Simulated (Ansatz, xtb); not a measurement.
ClF2H4OSi2+: which of two isomers lies lower

Structure X: `F[SiH](F)[OH+][SiH2]Cl`, a singlet. Structure Y: `F[SiH2][OH+][Si@H](F)Cl`, a singlet. Both are isolated ions in the gas phase, relaxed with PBE-D3(BJ)/def2-SVP; the shapes shown needn't be the lowest conformers.

X (Å):

```xyz
10

Cl    3.1772   -1.8226   -1.0912
F    -1.6056   -0.8515   -0.0697
F    -0.7228    1.6271    0.3763
O     0.8748   -0.5220    0.2911
Si   -0.6991    0.1034    0.8512
Si    1.1479   -1.7826   -1.0632
H    -0.8164   -0.0910    2.3053
H     1.7113   -0.1172    0.6234
H     0.5142   -3.0004   -0.4991
H     0.5334   -1.1367   -2.2502
```

Y (Å):

```xyz
10

Cl    2.6748   -2.2190   -0.4698
F     0.1416    2.3810   -1.6829
F     2.0491   -0.0352    1.5647
O     0.7058    0.1351   -0.5339
Si    0.9580    1.9565   -0.3575
Si    1.3644   -1.1204    0.5780
H     0.2509    2.3047    0.8964
H     2.4195    2.1524   -0.4984
H     0.2358   -0.1207   -1.3627
H     0.2141   -1.8288    1.1736
```

Question: Estimate which is lower in electronic energy at CCSD(T)/def2-SVP + ΔMP2/def2-TZVPP, and by roughly how much.

Answer: Not settled: CCSD(T)/def2-SVP + ΔMP2/def2-TZVPP gives E(Y) − E(X) = +1.36 kcal/mol, but this leans on the basis-set step: CCSD(T) alone gives +0.80 kcal/mol.

Level by level:

```tsv
level	geometry	E(Y) − E(X) (kcal/mol)	departure from the last row (kcal/mol)	job, with rough time for the two
GFN2-xTB	GFN2-xTB	−0.74	−2.10	optimisation, 0.47 s
HF/STO-3G	GFN2-xTB	−8.27	−9.64	single point, 0.5 s
r2SCAN-D4/def2-SVP	GFN2-xTB	−1.42	−2.78	single point, 6.6 s
PBE-D3(BJ)/def2-SVP	PBE-D3(BJ)/def2-SVP	+0.73	−0.64	optimisation, 55 s
HF/def2-SVP	PBE-D3(BJ)/def2-SVP	+0.67	−0.69	part of the CCSD(T) run
MP2/def2-SVP	PBE-D3(BJ)/def2-SVP	+0.84	−0.52	part of the CCSD(T) run
CCSD(T)/def2-SVP	PBE-D3(BJ)/def2-SVP	+0.80	−0.57	single point
CCSD(T)/def2-SVP + ΔMP2/def2-TZVPP	PBE-D3(BJ)/def2-SVP	+1.36		single point, 58 s
```

As drawn, both hold the same kinds of bond in the same numbers.

GFN2-xTB, HF/STO-3G, r2SCAN-D4/def2-SVP put the two in the other order. The largest departure from CCSD(T)/def2-SVP + ΔMP2/def2-TZVPP is that of HF/STO-3G, 9.64 kcal/mol. The last row adds to CCSD(T) the change of the MP2 difference between the two basis sets, here +0.57 kcal/mol.

With harmonic frequencies from PBE-D3(BJ)/def2-SVP (ideal gas, rigid rotor, one conformer each, 298.15 K, 1 atm): on the last row, ΔE + ΔZPE = +1.41 kcal/mol. A mode under 50 cm⁻¹ makes harmonic enthalpies and free energies unreliable, so none is given.

The correlated steps freeze 18 core orbitals. Programs: Ansatz 0.2.0, xtb 6.7.1; the last row on 2 threads of Arm Neoverse V1 on a shared host.
